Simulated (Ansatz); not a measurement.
Molecule: SrF2, charge 0, multiplicity 1. 
Coordinates optimised at B3LYP-D3(BJ)/def2-TZVP (Ansatz, an electronic-structure program):
```xyz
3

Sr     0.2145    -0.1109    -0.1638
F     -0.6824     1.6736    -0.9291
F     -0.2233    -1.2053     1.6209
```

Basis-set convergence of Hartree-Fock and MP2 correlation energies (hartree) with Ansatz. Valence correlation only, unless marked. No spin-orbit coupling. The frozen core is the preceding noble-gas configuration, with the filled d and f shells of earlier blocks. The outer core of K, Ca and their heavier congeners is not correlated, a term that matters for these elements. In def2 rows, elements after Kr have scalar-relativistic effective core potentials.

| basis | functions | E(HF) | E(corr, MP2) |
|---|---|---|---|
| def2-SVPD | 72 | -229.22320 | -0.44019 |
| def2-TZVPPD | 120 | -229.46784 | -0.55977 |
| def2-QZVPPD | 195 | -229.47841 | -0.60962 |

Extrapolating the two largest sets (X = 3 and 4) as X^-3: E(corr) = (64·(-0.60962) - 27·(-0.55977))/37 = -0.6460 Eh, an estimate of the basis-set limit. The largest set recovers 94.4 % of it, the smallest 68.1 %.
